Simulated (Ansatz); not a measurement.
`[NH2][Al]([F])[PH]O` + `[SiH3][O][InH2]` → `O[PH][InH2]` + `[NH2][Al]([F])[O][SiH3]`  (redistribution)

Isolated molecules relaxed with PBE0-D4/def2-TZVP in Ansatz; ΔE leaves out vibrations. CBS: MP2 limit from def2 TZ/QZ plus the TZ coupled-cluster correction, frozen cores. DFT in def2-TZVPP. B3LYP here is the variant with VWN-RPA as its local correlation; programs differ in this. def2 core potentials past Kr. For In outer-core shells are correlated without core-valence functions, which leaves a few kJ/mol of doubt a bond. Each species was taken in one conformer, which may not be the lowest.

`[NH2][Al]([F])[PH]O`:

Cartesian coordinates in Å:
```
N 1.674 -0.651 0.125
Al 0.611 0.397 -0.797
F 1.137 1.056 -2.218
P -1.493 0.994 0.017
O -1.579 -0.199 1.193
H 1.382 -1.107 0.975
H 2.609 -0.924 -0.128
H -2.171 0.341 -1.060
H -2.169 0.093 1.892
```

`[SiH3][O][InH2]`:

Cartesian coordinates in Å:
```
Si 0.078 0.888 1.103
O 0.644 0.105 -0.200
In -0.005 -1.207 -1.552
H -1.347 0.534 1.389
H 0.146 2.363 0.903
H 0.880 0.547 2.313
H 1.233 -1.567 -2.663
H -1.629 -1.662 -1.292
```

`O[PH][InH2]`:

Cartesian coordinates in Å:
```
O -1.066 1.422 0.522
P -0.873 0.330 -0.727
In 1.244 -0.810 -0.034
H -1.566 2.177 0.203
H -1.680 -0.747 -0.246
H 2.339 -0.037 1.048
H 1.602 -2.334 -0.766
```

`[NH2][Al]([F])[O][SiH3]`:

```xyz
10

N     0.811   -2.204   -0.733
Al    0.301   -1.083    0.509
F     0.293   -1.586    2.075
O    -0.174    0.476    0.136
Si   -0.678    2.019    0.087
H     0.849   -1.989   -1.715
H     1.106   -3.149   -0.560
H    -0.259    2.643   -1.196
H    -2.160    2.077    0.187
H    -0.089    2.796    1.210
```

| level | ΔE (kcal/mol) |
| --- | --- |
| B3LYP-D4 | -25.6 |
| r2SCANh | -26.0 |
| BHLYP | -27.7 |
| LC-ωPBE | -24.5 |
| MP2/def2-SVP | -24.5 |
| CCSD/def2-TZVPP | -26.2 |
| SCS-MP2/def2-QZVPP | -25.2 |
| MP2/CBS(def2) | -24.9 |

**Question.** What does CCSD(T)/CBS give? (An estimate is asked.)

**Answer.** Ansatz gave: -24.3 kcal/mol. The listed levels differ from it by -1.3, -1.7, -3.4, -0.2, -0.2, -1.9, -0.9, -0.6 kcal/mol.

Largest T1 diagnostic among the species: 0.015.

In def2-TZVPP, CCSD(T) changes the Hartree–Fock value by +3.4 kcal/mol (the triples alone add +0.9 kcal/mol) and MP2 by +2.7 kcal/mol. From r2SCAN to r2SCAN0 (25 % exact exchange), in def2-TZVPP and without D4, ΔE moves by −1.5 kcal/mol. Leaving LDA and LC-ωPBE aside and taking each functional with its dispersion term where it has one, the values, not all of them listed here, spread over 4.9 kcal/mol, from BHLYP-D4 to revPBE-D4. LDA lies −1.5 kcal/mol from PBE without D4.
